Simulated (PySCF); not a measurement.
## BiO: frontier orbitals

TPSSh at R = 1.942 Å; basis Bi aug-cc-pVDZ-PP with ECP60, O aug-cc-pVDZ; scalar-relativistic core potentials; PySCF 2.14. State: ²Π (doublet), unpaired electrons π ↑. Only the outer orbitals are listed, counted within each symmetry, core potentials removing the inner ones.

| spin | orbital | occ. | ε (eV) | on Bi (%) | main shells (%) |
| --- | --- | --- | --- | --- | --- |
| α | 5σ | 1 | -23.62 | 12 | 86 O s |
| α | 6σ | 1 | -15.39 | 87 | 86 Bi s |
| α | 7σ | 1 | -8.17 | 33 | 64 O p, 27 Bi p |
| α | 3π | 1 | -8.07 | 23 | 77 O p, 22 Bi p |
| α | 3π | 1 | -7.69 | 28 | 72 O p, 27 Bi p |
| α | 4π | 1 | -4.94 | 81 | 79 Bi p, 19 O p |
| α | 4π | 0 | -4.03 | 77 | 74 Bi p, 24 O p |
| α | 8σ | 0 | -1.10 | 97 | 86 Bi p, 14 O p |
| β | 5σ | 1 | -23.35 | 11 | 87 O s |
| β | 6σ | 1 | -14.78 | 86 | 85 Bi s |
| β | 7σ | 1 | -8.01 | 33 | 65 O p, 25 Bi p |
| β | 3π | 1 | -7.75 | 21 | 78 O p, 20 Bi p |
| β | 3π | 1 | -7.09 | 21 | 78 O p, 20 Bi p |
| β | 4π | 0 | -3.75 | 83 | 81 Bi p, 17 O p |
| β | 4π | 0 | -3.10 | 83 | 81 Bi p, 17 O p |
| β | 8σ | 0 | -0.88 | 97 | 86 Bi p, 13 O p |

Which are the highest filled and the lowest empty level, where do they sit, and how wide is the gap?

Highest filled α 4π at -4.94 eV (in %: 79 Bi p, 19 O p); lowest empty α 4π at -4.03 eV (in %: 74 Bi p, 24 O p); the gap at TPSSh is 0.91 eV. Both belong to one degenerate shell, split only by its one-sided filling, so this is no excitation gap.

| Property | Result |
| --- | --- |
| bond order (Mayer) | 1.62 |
| ⟨S²⟩ | 0.758 |
| charge on Bi (Mulliken, basis-dependent) | 0.81 |
| charge on Bi (Löwdin, basis-dependent) | 0.87 |
| dipole moment (positive dipole means Bi(−)O(+)) | -4.00 D |

These are scalar-relativistic numbers at best; spin–orbit coupling would shift them, the dissociation energy most. The state was picked by a PBE0 search and need not be the measured ground state.
